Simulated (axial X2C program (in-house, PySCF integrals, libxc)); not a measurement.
NaPb⁺: cheaper levels and CCSD(T), with spin–orbit coupling

Calculated with an in-house all-electron X2C program for linear molecules (integrals from PySCF). Two-component (2c) means X2C with spin–orbit coupling and atomic mean-field two-electron Coulomb and Gaunt terms. Basis: Pb dyall-cv3z [12s14p10d7f1g], Na dyall-cv3z [9s8p5d2f] (cores contracted in-house); Gaussian nuclei, density fitting, unrestricted open shells. Masses: Pb 207.977 u, Na 22.990 u.

State: Ω = 0 (closed shell); fragments Pb + Na+.

```json
{"level": "PBE0", "Re (Å)": "3.322", "ωe (cm⁻¹)": "111.6", "De (eV)": "0.565"}
{"level": "HF", "Re (Å)": "3.413", "ωe (cm⁻¹)": "102.8", "De (eV)": "0.398"}
{"level": "MP2", "Re (Å)": "3.410", "ωe (cm⁻¹)": "103.9", "De (eV)": "0.413"}
{"level": "CCSD", "Re (Å)": "3.405", "ωe (cm⁻¹)": "105.1", "De (eV)": "0.419"}
{"level": "TPSS", "Re (Å)": "3.376", "ωe (cm⁻¹)": "106.8", "De (eV)": "0.632"}
```

Correlated methods: 4 electrons correlated (number of frozen shells: Pb 5 s, 4 p, 3 d, 1 f; Na 2 s, 1 p), 286 virtual spin orbitals or spinors in MP2, 60 natural virtuals in coupled cluster.

CCSD(T), same Hamiltonian and basis:

Re = 3.407 Å, ωe = 105.0 cm⁻¹, De = 0.42 eV; T1 = 0.005 (Lee–Taylor normalisation).

(1) Give the differences from CCSD(T) in the columns below.

Occupations by symmetry block were frozen at the best pattern of an incomplete PBE0 search. De is counted from the lowest determinant-based energies of the atoms at the same level, without counterpoise correction. CCSD and (T) use frozen natural virtuals with an MP2 correction for the truncation; (T) itself is uncorrected, so its De runs slightly low. The 2c shell is closed although the spin-free state is open, so other pairings can mix in. The atomic limit has a lower orbital projection than the molecule and lies lower at mean-field level, so De may be about a tenth of an eV too small. With the outer-core shells frozen, correlated bond lengths of heavy atoms tend to come out a few hundredths of an ångström too long. The lowest spin-free determinant has another configuration (M_S = 1, Λ = 1), so the order of states is uncertain and this need not be the ground state.

Answers

(1) 

```json
{"level": "PBE0", "ΔRe (Å)": "-0.085", "Δωe (cm⁻¹)": "6.6", "ΔDe (eV)": "0.15"}
{"level": "HF", "ΔRe (Å)": "0.006", "Δωe (cm⁻¹)": "-2.2", "ΔDe (eV)": "-0.02"}
{"level": "MP2", "ΔRe (Å)": "0.003", "Δωe (cm⁻¹)": "-1.1", "ΔDe (eV)": "-0.01"}
{"level": "CCSD", "ΔRe (Å)": "-0.002", "Δωe (cm⁻¹)": "0.1", "ΔDe (eV)": "0.00"}
{"level": "TPSS", "ΔRe (Å)": "-0.031", "Δωe (cm⁻¹)": "1.8", "ΔDe (eV)": "0.21"}
```
